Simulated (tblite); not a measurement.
Species: C₆H₈O₃SSe.
Numbering: `[CH3:1][O:2][c:3]1[cH:4][cH:5][c:6]([S:7]([CH3:8])(=[O:9])=[O:10])[se:11]1` (hydrogens: H12, H13, H14 on C1; H15 on C4; H16 on C5; H17, H18, H19 on C8)

Computed with GFN2-xTB (tblite), gas phase: L-BFGS steps from a force-field or distance-geometry start until the largest atomic force falls under 0.01 eV/Å.

The end geometry, which sets the zero of energy:
```
atom  x, y, z in Å
C1     -3.5761    0.0859   -1.1045
O2     -3.0386   -0.4422    0.0818
C3     -1.7028   -0.4880    0.1633
C4     -1.0297   -0.9554    1.2602
C5      0.3757   -0.9238    1.1383
C6      0.8246   -0.4391   -0.0478
S7      2.4271   -0.1372   -0.7102
C8      3.0159    1.3368    0.1668
O9      3.3308   -1.2176   -0.4408
O10     2.1669    0.2241   -2.0834
Se11   -0.5195    0.0581   -1.2152
H12    -3.2630    1.1290   -1.2440
H13    -3.2464   -0.4978   -1.9747
H14    -4.6586    0.0314   -1.0074
H15    -1.5393   -1.3147    2.1361
H16     1.0408   -1.2619    1.9140
H17     3.1357    1.0776    1.2105
H18     3.9650    1.6228   -0.2685
H19     2.2820    2.1212    0.0332
```

**Question.** These geometries come from the run, each turned onto the end geometry. Order them by energy, lowest first.
A.
```
atom  x, y, z in Å
C1     -3.7986    0.2877   -0.8864
O2     -3.1523   -0.4768    0.0911
C3     -1.7228   -0.5246    0.1255
C4     -0.9699   -1.2090    0.9988
C5      0.3612   -1.1695    0.9231
C6      0.9474   -0.4250   -0.0630
S7      2.6991   -0.2379   -0.3387
C8      3.0202    1.5108   -0.1596
O9      3.4771   -1.0667    0.6416
O10     2.9803   -0.6247   -1.7509
Se11   -0.5138    0.4457   -1.1609
H12    -4.1864    1.2368   -0.4407
H13    -3.1180    0.5345   -1.6817
H14    -4.6745   -0.2969   -1.2829
H15    -1.4831   -1.8155    1.8077
H16     1.0155   -1.7325    1.6475
H17     2.3336    1.9239    0.6120
H18     4.0784    1.6553    0.0458
H19     2.6972    1.9937   -1.1205
```
B.
```
atom  x, y, z in Å
C1     -3.5345    0.3176   -0.9644
O2     -3.0046   -0.6298   -0.0670
C3     -1.6757   -0.6330    0.1093
C4     -1.0527   -1.2651    1.1496
C5      0.3589   -1.1870    1.1264
C6      0.8688   -0.4773    0.0870
S7      2.5251   -0.2201   -0.4748
C8      2.8628    1.5358   -0.1645
O9      3.4526   -0.9935    0.2995
O10     2.4758   -0.4155   -1.9005
Se11   -0.4228    0.1481   -1.0849
H12    -3.3697    1.3377   -0.5978
H13    -3.0748    0.2261   -1.9597
H14    -4.6035    0.1181   -1.0290
H15    -1.6161   -1.7818    1.9078
H16     0.9798   -1.6466    1.8768
H17     2.5138    1.7747    0.8305
H18     3.9360    1.6585   -0.2219
H19     2.3712    2.1420   -0.9147
```
C.
```
atom  x, y, z in Å
C1     -3.7243    0.2932   -0.8957
O2     -3.0171   -0.4774    0.0464
C3     -1.6809   -0.4940    0.1021
C4     -1.0146   -1.2246    1.0470
C5      0.3924   -1.1833    0.9506
C6      0.8778   -0.4219   -0.0632
S7      2.6176   -0.2507   -0.3814
C8      2.9718    1.5223   -0.1843
O9      3.2954   -0.9798    0.6551
O10     2.8851   -0.5961   -1.7508
Se11   -0.4648    0.3597   -1.0852
H12    -4.1008    1.2050   -0.4230
H13    -3.1073    0.5608   -1.7592
H14    -4.5664   -0.3205   -1.2216
H15    -1.5450   -1.7914    1.7935
H16     1.0510   -1.7140    1.6227
H17     2.3728    1.8887    0.6386
H18     4.0270    1.6276    0.0364
H19     2.7210    2.0056   -1.1202
```
D.
```
atom  x, y, z in Å
C1     -3.5490    0.1409   -1.0857
O2     -3.0202   -0.4032    0.0967
C3     -1.6858   -0.4769    0.1798
C4     -1.0228   -1.0048    1.2556
C5      0.3839   -0.9998    1.1336
C6      0.8427   -0.4769   -0.0320
S7      2.4496   -0.1761   -0.6823
C8      2.9480    1.3763    0.1114
O9      3.3789   -1.2054   -0.3181
O10     2.2146    0.0866   -2.0817
Se11   -0.4909    0.1025   -1.1745
H12    -3.2673    1.1960   -1.1890
H13    -3.1803   -0.4045   -1.9671
H14    -4.6313    0.0476   -1.0137
H15    -1.5427   -1.3987    2.1110
H16     1.0473   -1.3861    1.8886
H17     3.0034    1.2046    1.1793
H18     3.9170    1.6693   -0.2746
H19     2.1954    2.1178   -0.1295
```
E.
```
atom  x, y, z in Å
C1     -3.5215    0.2846   -0.9938
O2     -3.0033   -0.5056    0.0459
C3     -1.6704   -0.5803    0.1363
C4     -1.0178   -1.1999    1.1656
C5      0.3893   -1.1605    1.0705
C6      0.8653   -0.5268   -0.0306
S7      2.5284   -0.2263   -0.5333
C8      2.8124    1.4993   -0.0483
O9      3.4228   -1.0702    0.2062
O10     2.5411   -0.2840   -1.9715
Se11   -0.4641    0.1153   -1.1508
H12    -3.1340    1.3095   -0.9351
H13    -3.2630   -0.1416   -1.9718
H14    -4.6023    0.2964   -0.8710
H15    -1.5507   -1.6707    1.9714
H16     1.0498   -1.5842    1.8066
H17     2.6711    1.5848    1.0207
H18     3.8298    1.7518   -0.3197
H19     2.1076    2.1175   -0.5895
```

**Answer.** D (0.005 eV), E (0.039 eV), B (0.076 eV), C (0.186 eV), A (1.246 eV).

In the order of the answer:

```
step  E above end (eV)  largest force (eV/Å)  rms force component (eV/Å)  rms distance from end (Å)  rms bond change (Å)  bond most changed (Å)
 119             0.005                  0.05                       0.018                      0.100                0.001          C1–H13 +0.002
  75             0.039                  0.06                       0.020                      0.387                0.002         C6–Se11 +0.005
  53             0.076                  0.09                       0.033                      0.522                0.003           C6–S7 +0.008
  12             0.186                  0.22                       0.052                      0.722                0.006           C6–S7 +0.017
   0             1.246                  5.03                       1.431                      0.743                0.064         C6–Se11 +0.176
```

The cost below is that of the whole relaxation. On Arm Neoverse V2, one thread, no GPU, shared host with 96 logical CPUs at a one-minute load of 70, this took 1.3 s.
